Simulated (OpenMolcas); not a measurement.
Co3+, Rh3+, Ir3+: d⁶ down the group

```yaml
Program: OpenMolcas
Method: RASSCF
Basis: ANO-R2
Scalar_Hamiltonian: X2C, finite nucleus
Spin-orbit_coupling: state interaction with AMFI integrals over the reference wave functions, term energies averaged over their components
```

Active space for each ion: 12 electrons in 8 orbitals (RAS1 p, at most 2 holes; RAS2 d).

Computed levels in cm-1 above ⁵D₄:

```csv
Level,Co3+,Rh3+,Ir3+
⁵D₃,621,1551,5970
⁵D₂,1053,2434,5903
⁵D₁,1329,3013,8944
⁵D₀,1465,3288,9304
³P₂(1),24910,18927,21013
³P₁(1),26754,23415,37749
³H₆,28060,21427,22266
³H₅,28352,21736,22024
³F₃(1),28726,22564,24889
weight of ⁵D in the lowest level (%),100,98,86
```

Mixed levels, with the weight of the term that names them: Ir3+ ⁵D₂ (69 %), Ir3+ ³P₂(1) (56 %), Ir3+ ³P₁(1) (61 %), Ir3+ ³H₅ (53 %), Ir3+ ³F₃(1) (59 %).

Measured, with the error of the calculation in %. Measured levels: Co3+ from Sugar and Corliss, J. Phys. Chem. Ref. Data 10, 1097 (1981).

```json
{"Level": "⁵D₃", "Co3+": "639 (-2.8)"}
{"Level": "⁵D₂", "Co3+": "1078 (-2.3)"}
{"Level": "⁵D₀", "Co3+": "1494 (-1.9)"}
{"Level": "³P₂(1)", "Co3+": "22883 (+8.9)"}
{"Level": "³P₁(1)", "Co3+": "24729 (+8.2)"}
{"Level": "³H₆", "Co3+": "23680 (+18.5)"}
{"Level": "³H₅", "Co3+": "24032 (+18.0)"}
{"Level": "³F₃(1)", "Co3+": "25736 (+11.6)"}
```

The fine-structure level ⁵D₀ changes by a factor of 6.35 from Co3+ to Ir3+.

Without spin-orbit coupling ³P(1) lies 25170, 19346, 18450 cm-1 above ⁵D in that order; the difference to the level ³P₂(1), of either sign, comes from spin-orbit coupling, which also lowers the zero.

Without dynamic correlation excited terms often stand tens of per cent too high (terms of higher spin than the ground term too low), and those without a measured partner can miss by more than the paired ones. Active for correlation alone: 3p; no level in the range computed is led by a configuration that opens it, so any true level of that kind is missing (holds for Co3+). Active for correlation alone: 4p; no level in the range computed is led by a configuration that opens it, so any true level of that kind is missing (holds for Rh3+). Active for correlation alone: 5p; no level in the range computed is led by a configuration that opens it, so any true level of that kind is missing (holds for Ir3+). Computed and measured levels are paired by configuration, term and J; levels that our copy of the source lacks, or whose pairing is in doubt (as where it misses far off the trend of its configuration), stay unpaired and out of the deviations. Levels of configurations outside the active space are missing.

A number in round brackets counts repeated terms of one configuration in the order of the reference energies.
